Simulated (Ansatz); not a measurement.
## A barrier at the coupled-cluster level

Start structure (Si2AsNH10, singlet), relaxed at PBE0-D4/def2-TZVP:

| atom | x (Å) | y (Å) | z (Å) |
| --- | --- | --- | --- |
| Si1 | -0.4826 | -1.0527 | 1.1003 |
| N2 | 0.7571 | -0.0489 | 1.7605 |
| H3 | 0.1740 | -2.0400 | 0.2017 |
| H4 | -1.2689 | -1.8428 | 2.0998 |
| Si5 | -1.9834 | 0.2968 | -0.0864 |
| H6 | 1.7217 | 0.4723 | -0.8657 |
| As7 | 1.5819 | 0.1655 | -2.3489 |
| H8 | 0.5018 | 0.7835 | 2.2676 |
| H9 | 1.5743 | -0.4748 | 2.1695 |
| H10 | -2.5346 | 1.3501 | 0.8137 |
| H11 | -1.3291 | 0.9746 | -1.2384 |
| H12 | -3.1187 | -0.5209 | -0.5940 |
| H13 | 3.0787 | 0.3111 | -2.5889 |
| H14 | 1.3275 | 1.6260 | -2.6910 |

The step: Si₂NH₇ ([NH2][SiH2][SiH3]) + AsH₃ → Si₂AsH₇ ([SiH3][SiH2][AsH2]) + NH₃; bonds formed: Si1–As7, N2–H6; bonds broken: Si1–N2, H6–As7. Program: Ansatz 0.2.0. Basis: def2-TZVPP and def2-QZVPP. Cores are frozen in the correlated methods. Filled d shells of the heavier atoms are correlated. The def2 sets are not built for correlating such inner shells, so the correlated values are less sure here. Extrapolation: Hartree–Fock as exp(−7.88 √X), correlation as X^−2.97. Energies below are by CCSD(T) at an estimated basis limit (MP2 extrapolated from triple and quadruple zeta, plus CCSD(T) − MP2 in triple zeta).

Task: What are the electronic barrier and the energy of the step, from the start structure to the end structure? (An estimate is asked for; the value comes from the calculation.)

Result: The calculation gives: Barrier 1.279 eV; step energy -0.062 eV (downhill); reverse barrier, their difference, 1.341 eV. Barrier and step energy count from the start structure, the reverse barrier from the end structure.

The saddle point: One imaginary mode of 156i cm⁻¹.
| pair | start (Å) | saddle (Å) | end (Å) |
| --- | --- | --- | --- |
| Si1–As7 | 4.20 | 3.31 | 2.37 |
| N2–H6 | 2.85 | 1.10 | 1.01 |
| Si1–N2 | 1.73 | 1.86 | 3.23 |
| H6–As7 | 1.52 | 2.18 | 4.10 |

Zero-point energy (harmonic, PBE0-D4): ZPE is 2.459 eV at the start and 2.526 eV at the saddle, so the barrier goes from 1.279 to 1.347 eV.

T1 diagnostic: at most 0.014.

Labels in which every atom is bracketed show which atoms are joined, not bond orders.

For scale, one of the runs: CCSD(T)/def2-TZVPP, 303 basis functions, launched by `ansatz run in.yaml --threads 8 --pin off --events-out ev --progress --plain --max-ram 19148MiB`. Hardware: 8 CPU threads of an Arm Neoverse V1, shared host. Wall time 4.5 min; peak host memory 9.6 GiB.
